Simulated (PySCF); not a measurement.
Input file for PySCF: R-M06-2X/def2-TZVPPD on HF (SMILES F).

```python
from pyscf import gto, dft

mol = gto.M(
    atom='''
    F    -0.04401971    0.39980914   -0.26978324
    H    -0.01821981    0.28339397    0.65836339
    ''',
    basis='def2-tzvppd',
    charge=0, spin=0, verbose=4, max_memory=1800)
mf = dft.RKS(mol, xc='m062x').density_fit(auxbasis='def2-universal-jkfit')
mf.grids.level = 4
mf.conv_tol = 1e-9
mf.max_cycle = 150
mf.kernel()
mf.dip_moment()
```

Program output:

```
PySCF version 2.14.0

[INPUT] verbose = 4
[INPUT] num. atoms = 2
[INPUT] num. electrons = 10
[INPUT] charge = 0
[INPUT] spin (= nelec alpha-beta = 2S) = 0
[INPUT] symmetry False subgroup None
[INPUT] Mole.unit = angstrom
[INPUT] Symbol           X                Y                Z      unit          X                Y                Z       unit  Magmom
[INPUT]  1 F     -0.044019710000   0.399809140000  -0.269783240000 AA   -0.083185195983   0.755529776698  -0.509816436598 Bohr   0.0
[INPUT]  2 H     -0.018219810000   0.283393970000   0.658363390000 AA   -0.034430450942   0.535536988653   1.244126497540 Bohr   0.0

nuclear repulsion = 5.08946746121475
number of shells = 21
number of NR pGTOs = 74
number of NR cGTOs = 57
basis = def2-tzvppd
ecp = {}


******** <class 'pyscf.df.df_jk.DFRKS'> ********
method = DFRKS
initial guess = minao
damping factor = 0
level_shift factor = 0
DIIS = <class 'pyscf.scf.diis.CDIIS'>
diis_start_cycle = 1
diis_space = 8
diis_damp = 0
SCF conv_tol = 1e-09
SCF conv_tol_grad = None
SCF max_cycles = 150
direct_scf = False
XC library pyscf.dft.libxc version 7.1.2
    S. Lehtola, C. Steigemann, M. J. T. Oliveira, and M. A. L. Marques,  SoftwareX 7, 1–5 (2018)
XC functionals = m062x
    Y. Zhao and D. G. Truhlar,  Theor. Chem. Acc. 120, 215 (2008)
    Y. Zhao and D. G. Truhlar,  Theor. Chem. Acc. 120, 215 (2008)
radial grids:
    Treutler-Ahlrichs [JCP 102, 346 (1995); DOI:10.1063/1.469408] (M4) radial grids

becke partition: Becke, JCP 88, 2547 (1988); DOI:10.1063/1.454033
pruning grids: <function nwchem_prune>
grids dens level: 4
symmetrized grids: False
atomic radii adjust function: <function treutler_atomic_radii_adjust>
small_rho_cutoff = 0
Set gradient conv threshold to 3.16228e-05
Initial guess from minao.
tot grids = 44544
******** <class 'pyscf.df.df.DF'> ********
auxbasis = def2-universal-jkfit
init E= -100.328480543112
  HOMO = -0.567758114174791  LUMO = 0.0112492766529186  gap/eV = 15.75559
cycle= 1 E= -100.421122830379  delta_E= -0.0926  |g|= 0.44  |ddm|=  0.6
  HOMO = -0.417048319371139  LUMO = 0.0161353362458172  gap/eV = 11.78753
cycle= 2 E= -100.419552975495  delta_E= 0.00157  |g|= 0.509  |ddm|= 0.443
  HOMO = -0.518457189134945  LUMO = 0.0154816649858347  gap/eV = 14.52922
cycle= 3 E= -100.454398343469  delta_E= -0.0348  |g|= 0.0238  |ddm|= 0.191
  HOMO = -0.515924890970555  LUMO = 0.019604738500135  gap/eV = 14.57250
cycle= 4 E= -100.454472366522  delta_E= -7.4e-05  |g|= 0.00402  |ddm|= 0.0111
  HOMO = -0.516950071636399  LUMO = 0.0198908258508368  gap/eV = 14.60818
cycle= 5 E= -100.45447550924  delta_E= -3.14e-06  |g|= 0.000457  |ddm|= 0.00252
  HOMO = -0.51691950000547  LUMO = 0.0199298634774152  gap/eV = 14.60842
cycle= 6 E= -100.454475613965  delta_E= -1.05e-07  |g|= 6.59e-05  |ddm|= 0.000617
  HOMO = -0.516918679800376  LUMO = 0.0199351670574117  gap/eV = 14.60854
cycle= 7 E= -100.454475616583  delta_E= -2.62e-09  |g|= 3.76e-06  |ddm|= 0.0001
  HOMO = -0.516920179512913  LUMO = 0.0199350468073831  gap/eV = 14.60857
cycle= 8 E= -100.45447561659  delta_E= -6.55e-12  |g|= 2.86e-07  |ddm|= 8.68e-06
  HOMO = -0.516920090584522  LUMO = 0.0199351103044663  gap/eV = 14.60857
Extra cycle  E= -100.45447561659  delta_E= -3.55e-13  |g|= 8.05e-08  |ddm|= 2.81e-07
converged SCF energy = -100.45447561659
Dipole moment(X, Y, Z, Debye):  0.05151, -0.23242,  1.85300
```

The run converged.

Cost: about 1.2 core-seconds (a rough figure).
